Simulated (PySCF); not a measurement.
Isomers of C5H10F3NSi.

All values: PBE0/pcSseg-1 (PySCF) at GFN2-xTB geometries, gas phase, one conformer each.

Question: Rank by the highest IAO charge on any atom, highest value first.
A. `[CH2:1]=[N:2][SiH2:3][C@@H:4]([CH3:5])[CH2:6][C:7]([F:8])([F:9])[F:10]` with C1–N2–Si3–C4 -125°, N2–Si3–C4–C5 -77°, Si3–C4–C6–C7 63°
B. `[F:1][SiH2:2][NH:3][C@@H:4]1[CH2:5][CH2:6][C@@H:7]1[CH:8]([F:9])[F:10]` with F1–Si2–N3–C4 173°, Si2–N3–C4–C5 -162°, C6–C7–C8–F9 -173°, N3–C4–C5–C6 -135°, C4–C5–C6–C7 12°, C5–C6–C7–C8 106°, N3–C4–C7–C6 133°
C. `[CH2:1]=[CH:2][N:3]([SiH3:4])[C@H:5]([CH3:6])[C:7]([F:8])([F:9])[F:10]` with C1–C2–N3–Si4 -169°, C2–N3–C5–C6 -92°
D. `[CH3:1][N:2]([CH3:3])[SiH2:4][CH2:5][C:6]([F:7])=[C:8]([F:9])[F:10]` with C1–N2–Si4–C5 159°, N2–Si4–C5–C6 -55°, Si4–C5–C6–F7 -68°

Answer: B (+1.209 e), D (+0.890 e), A (+0.865 e), C (+0.794 e).

Question: Rank by LUMO energy, lowest first.
A. `[CH3:1][N:2]([CH3:3])[SiH2:4][CH2:5][C:6]([F:7])=[C:8]([F:9])[F:10]` with C1–N2–Si4–C5 159°, N2–Si4–C5–C6 -55°, Si4–C5–C6–F7 -68°
B. `[CH3:1][C@@H:2]1[CH2:3][C@@H:4]([C:5]([F:6])([F:7])[F:8])[NH:9][SiH2:10]1` with C1–C2–C3–C4 -155°, C2–C3–C4–C5 -82°, C3–C4–N9–Si10 -31°, C4–N9–Si10–C2 11°
C. `[CH2:1]=[N:2][SiH2:3][C@@H:4]([CH3:5])[CH2:6][C:7]([F:8])([F:9])[F:10]` with C1–N2–Si3–C4 -125°, N2–Si3–C4–C5 -77°, Si3–C4–C6–C7 63°

Answer: C (-0.90 eV), B (0.48 eV), A (0.65 eV).

Question: Rank by HOMO–LUMO gap, lowest first.
A. `[CH2:1]=[N:2][SiH2:3][C@@H:4]([CH3:5])[CH2:6][C:7]([F:8])([F:9])[F:10]` with C1–N2–Si3–C4 -125°, N2–Si3–C4–C5 -77°, Si3–C4–C6–C7 63°
B. `[CH2:1]=[CH:2][N:3]([SiH3:4])[C@H:5]([CH3:6])[C:7]([F:8])([F:9])[F:10]` with C1–C2–N3–Si4 -169°, C2–N3–C5–C6 -92°
C. `[F:1][SiH2:2][NH:3][C@@H:4]1[CH2:5][CH2:6][C@@H:7]1[CH:8]([F:9])[F:10]` with F1–Si2–N3–C4 173°, Si2–N3–C4–C5 -162°, C6–C7–C8–F9 -173°, N3–C4–C5–C6 -135°, C4–C5–C6–C7 12°, C5–C6–C7–C8 106°, N3–C4–C7–C6 133°
D. `[CH3:1][C@@H:2]1[CH2:3][C@@H:4]([C:5]([F:6])([F:7])[F:8])[NH:9][SiH2:10]1` with C1–C2–C3–C4 -155°, C2–C3–C4–C5 -82°, C3–C4–N9–Si10 -31°, C4–N9–Si10–C2 11°
E. `[F:1][C:2]([F:3])([F:4])[CH2:5][N:6]1[CH2:7][CH2:8][CH2:9][SiH2:10]1` with C2–C5–N6–C7 -71°, C5–N6–C7–C8 -165°, N6–C7–C8–C9 -44°, C7–C8–C9–Si10 35°, C8–C9–Si10–N6 -14°

Answer: A (6.18 eV), B (6.84 eV), E (7.25 eV), C (7.38 eV), D (7.66 eV).

All values together:

| SMILES | μ (D) | HOMO (eV) | LUMO (eV) | lowest IAO charge (e) | highest IAO charge (e) | lowest Hirshfeld charge (e) | highest Hirshfeld charge (e) |
| --- | --- | --- | --- | --- | --- | --- | --- |
| FC(F)(F)CN1CCC[SiH2]1 | 2.19 | -6.72 | 0.54 | -0.547 (C) | +0.869 (Si) | -0.177 (N) | +0.363 (Si) |
| CN(C)[SiH2]CC(F)=C(F)F | 2.30 | -6.55 | 0.65 | -0.566 (C) | +0.890 (Si) | -0.175 (N) | +0.364 (Si) |
| C[C@@H]1C[C@@H](C(F)(F)F)N[SiH2]1 | 1.67 | -7.17 | 0.48 | -0.679 (N) | +0.871 (Si) | -0.249 (N) | +0.362 (Si) |
| F[SiH2]N[C@@H]1CC[C@@H]1C(F)F | 3.95 | -6.92 | 0.47 | -0.683 (N) | +1.209 (Si) | -0.248 (N) | +0.444 (Si) |
| C=CN([SiH3])[C@H](C)C(F)(F)F | 1.56 | -6.31 | 0.53 | -0.454 (N) | +0.794 (C) | -0.160 (C) | +0.336 (Si) |
| C=N[SiH2][C@@H](C)CC(F)(F)F | 1.28 | -7.09 | -0.90 | -0.524 (N) | +0.865 (Si) | -0.225 (N) | +0.347 (Si) |

Conformers: `[F:1][C:2]([F:3])([F:4])[CH2:5][N:6]1[CH2:7][CH2:8][CH2:9][SiH2:10]1` with C2–C5–N6–C7 -71°, C5–N6–C7–C8 -165°, N6–C7–C8–C9 -44°, C7–C8–C9–Si10 35°, C8–C9–Si10–N6 -14°; `[CH3:1][N:2]([CH3:3])[SiH2:4][CH2:5][C:6]([F:7])=[C:8]([F:9])[F:10]` with C1–N2–Si4–C5 159°, N2–Si4–C5–C6 -55°, Si4–C5–C6–F7 -68°; `[CH3:1][C@@H:2]1[CH2:3][C@@H:4]([C:5]([F:6])([F:7])[F:8])[NH:9][SiH2:10]1` with C1–C2–C3–C4 -155°, C2–C3–C4–C5 -82°, C3–C4–N9–Si10 -31°, C4–N9–Si10–C2 11°; `[F:1][SiH2:2][NH:3][C@@H:4]1[CH2:5][CH2:6][C@@H:7]1[CH:8]([F:9])[F:10]` with F1–Si2–N3–C4 173°, Si2–N3–C4–C5 -162°, C6–C7–C8–F9 -173°, N3–C4–C5–C6 -135°, C4–C5–C6–C7 12°, C5–C6–C7–C8 106°, N3–C4–C7–C6 133°; `[CH2:1]=[CH:2][N:3]([SiH3:4])[C@H:5]([CH3:6])[C:7]([F:8])([F:9])[F:10]` with C1–C2–N3–Si4 -169°, C2–N3–C5–C6 -92°; `[CH2:1]=[N:2][SiH2:3][C@@H:4]([CH3:5])[CH2:6][C:7]([F:8])([F:9])[F:10]` with C1–N2–Si3–C4 -125°, N2–Si3–C4–C5 -77°, Si3–C4–C6–C7 63°.
